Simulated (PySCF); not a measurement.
The dipole of `c1ccoc1[C@H]1[SiH2]CC1` from its density and from atomic charges.

Coordinates (GFN2-xTB, Å) and charges (e) from the PBE0/pcSseg-1 density (PySCF):

```tsv
atom	x	y	z	Mulliken	IAO	Hirshfeld	ESP-fitted
C1	-3.115	0.080	0.271	-0.1555	-0.2225	-0.0953	-0.1412
C2	-2.548	-0.502	-0.817	+0.1539	-0.0094	-0.0055	-0.2128
O3	-1.204	-0.466	-0.727	-0.3954	-0.2469	-0.0559	-0.0431
C4	-0.893	0.154	0.434	+0.2567	+0.1689	+0.0566	+0.1314
C5	0.531	0.296	0.784	-0.4951	-0.3863	-0.1156	-0.3187
C6	1.408	0.999	-0.282	-0.1451	-0.2514	-0.0714	+0.1272
C7	2.611	0.036	-0.327	-0.5058	-0.5451	-0.1642	-0.5381
Si8	1.637	-1.282	0.653	+0.6719	+0.7398	+0.3472	+0.5476
C9	-2.038	0.507	1.089	-0.1496	-0.2433	-0.1035	-0.3187
H10	-4.161	0.197	0.468	+0.0863	+0.1638	+0.0543	+0.1612
H11	-2.967	-0.958	-1.691	+0.0889	+0.1688	+0.0591	+0.1914
H12	0.600	0.800	1.749	+0.1369	+0.1558	+0.0461	+0.1385
H13	0.891	1.017	-1.240	+0.1300	+0.1454	+0.0365	+0.0318
H14	1.669	2.023	-0.015	+0.1307	+0.1385	+0.0388	+0.0249
H15	3.471	0.437	0.207	+0.1393	+0.1469	+0.0364	+0.1453
H16	2.940	-0.206	-1.335	+0.1400	+0.1462	+0.0350	+0.1323
H17	1.058	-2.362	-0.139	-0.0692	-0.1090	-0.0728	-0.1108
H18	2.208	-1.770	1.908	-0.0843	-0.1201	-0.0774	-0.1328
H19	-2.108	1.010	2.032	+0.0656	+0.1600	+0.0512	+0.1847
```

Question: What dipole does each set of charges give (1 e·Å = 4.803 D), and what does the density give?

Answer: The full density gives (0.35, 0.21, 0.35) D, 0.54 D in size; dipole vectors point from the negative to the positive end.

```json
{"scheme": "Mulliken", "μx": "1.19", "μy": "-1.27", "μz": "0.55", "size (D)": "1.82", "share of the full size (%)": "339", "angle to the full dipole (°)": "70"}
{"scheme": "IAO", "μx": "0.39", "μy": "-1.15", "μz": "0.92", "size (D)": "1.53", "share of the full size (%)": "284", "angle to the full dipole (°)": "75"}
{"scheme": "Hirshfeld", "μx": "0.55", "μy": "-0.49", "μz": "0.14", "size (D)": "0.75", "share of the full size (%)": "140", "angle to the full dipole (°)": "71"}
{"scheme": "ESP-fitted", "μx": "0.36", "μy": "0.23", "μz": "0.33", "size (D)": "0.54", "share of the full size (%)": "101", "angle to the full dipole (°)": "3"}
```

Question: Which set comes closest?

Answer: Length of the difference vector: ESP-fitted 0.03 D, Hirshfeld 0.76 D, IAO 1.48 D, Mulliken 1.71 D. Closest: ESP-fitted. ESP charges are fitted to the potential around the molecule, whose slowest-falling term is the dipole's. 

Question: What is left for the Hirshfeld atoms' own dipoles?

Answer: The Hirshfeld atoms' densities add up to the full density, so μ = Σ q r + Σ (atomic dipoles). The atomic dipoles sum to (0.35, 0.21, 0.35) − (0.55, -0.49, 0.14) = (-0.20, 0.70, 0.21) D, 0.76 D in size.

Question: With the origin at the mean of the coordinates, (-0.001, 0.000, 0.159) Å, which are the largest single terms, by size, of the Hirshfeld dipole along the direction of the full one?

Answer: Si8 +1.45, C7 -1.09, H11 -0.99, C1 +0.87, H18 -0.69 D; all 19 atoms together +0.25 D. The single terms depend on the origin, their sum doesn't.

Question: Give the size of the full dipole in other units.

Answer: 0.54 D = 0.211 au = 0.112 e·Å = 1.79 × 10⁻³⁰ C·m.

The structure is a single GFN2-xTB conformer in the gas phase; no vibrational or solvent corrections.

Shape of the structure used: `[cH:1]1[cH:2][o:3][c:4]([C@@H:5]2[CH2:6][CH2:7][SiH2:8]2)[cH:9]1`: O3–C4–C5–C6 55°.
